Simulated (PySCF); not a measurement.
## Zn (zinc, neutral) across methods

[Ar] 3d10 4s1 4p1, 4s spin antiparallel (an excited configuration). Calculation: PySCF 2.14, in ANO-RCC-VTZP; scalar relativity by spin-free X2C-1e.

```csv
method,E (hartree),mean ε 3d α (eV),mean ε 4s β (eV),mean ε 4p α (eV),Σ⟨r²⟩ (bohr²),⟨S²⟩
UHF,-1794.11193,-22.922,-9.880,-3.645,42.58,1.000
M06-L,-1795.664,-12.079,-7.285,-2.080,40.22,1.000
B3LYP,-1795.804,-14.445,-8.140,-2.600,40.39,1.000
r2SCAN,-1795.717,-12.323,-7.715,-2.322,40.55,1.001
PBE,-1795.502,-12.047,-7.376,-2.207,40.41,1.000
LDA,-1792.746,-12.406,-7.630,-2.184,39.89,1.000
MN15,-1796.956,-16.463,-8.763,-3.112,40.20,1.000
PBE0,-1795.496,-14.942,-8.180,-2.735,40.74,1.000
```

With the s spin flipped the determinant is a mixture of two multiplicities, not a spectroscopic state.
